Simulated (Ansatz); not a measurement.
Reaction (silylene formation by 1,1-elimination): `CO[Si](O)(F)F` → F₂ + `CO[Si]O`

Gas-phase electronic energies from Ansatz, PBE0-D4/def2-TZVP geometries. CCSD(T)/CBS adds triple-zeta CCSD(T) − MP2 to the extrapolated MP2 energy (def2 sets, frozen cores). This one scheme is used for every species. Functionals use def2-TZVPP. Each species was taken in one conformer, which may not be the lowest.

`CO[Si](O)(F)F`:

Cartesian coordinates in Å:
```
C -0.626 -1.430 0.459
O 0.133 -0.558 -0.358
Si 0.430 0.995 -0.063
O 1.182 1.671 -1.316
F -0.928 1.733 0.282
F 1.349 1.199 1.201
H -0.776 -2.359 -0.091
H -1.602 -0.998 0.698
H -0.094 -1.652 1.388
H 0.933 1.399 -2.199
```

F₂:

Cartesian coordinates in Å:
```
F 0.654 0.211 -0.021
F -0.654 -0.211 0.021
```

`CO[Si]O`:

Z-matrix (Å, degrees):
```
C
O 1 1.411
H 1 1.092 2 109.5
H 1 1.097 2 112.0 3 -120.5
H 1 1.092 2 109.5 3 119.0
Si 2 1.657 1 123.9 3 120.6
O 6 1.644 2 99.6 1 -180.0
H 7 0.963 6 117.2 2 0.0
```

| species | LC-ωPBE energy (Eh) |
| --- | --- |
| `CO[Si](O)(F)F` | -680.25735 |
| F₂ | -199.49045 |
| `CO[Si]O` | -480.38878 |

Q: Work out ΔE.

A: ΔE = (-199.49045) + (-480.38878) − (-680.25735) = 0.37812 Eh = +237.3 kcal/mol. CCSD(T)/CBS gives +239.0 kcal/mol.

Q: What do rigid-rotor, harmonic-oscillator terms from PBE0-D4/def2-TZVP frequencies (298.15 K, 1 bar) make of the CCSD(T)/CBS value? (Estimate.)

A: Ansatz gave: ΔZPE = -2.8 kcal/mol, ΔH = +236.8 kcal/mol, ΔS = 143 J/(mol·K), ΔG = +226.6 kcal/mol.

Largest T1 diagnostic among the species: 0.014.

At CCSD(T), def2-SVP lies −18.0 kcal/mol from the extrapolated value and def2-TZVPP −4.4 kcal/mol. Leaving LDA and LC-ωPBE aside and taking each functional with its dispersion term where it has one, the values, not all of them listed here, spread over 28.6 kcal/mol, from revPBE-D4 to BHLYP-D4. LDA lies +14.3 kcal/mol from PBE without D4. From r2SCAN to r2SCAN0 (25 % exact exchange), in def2-TZVPP and without D4, ΔE moves by +8.1 kcal/mol.
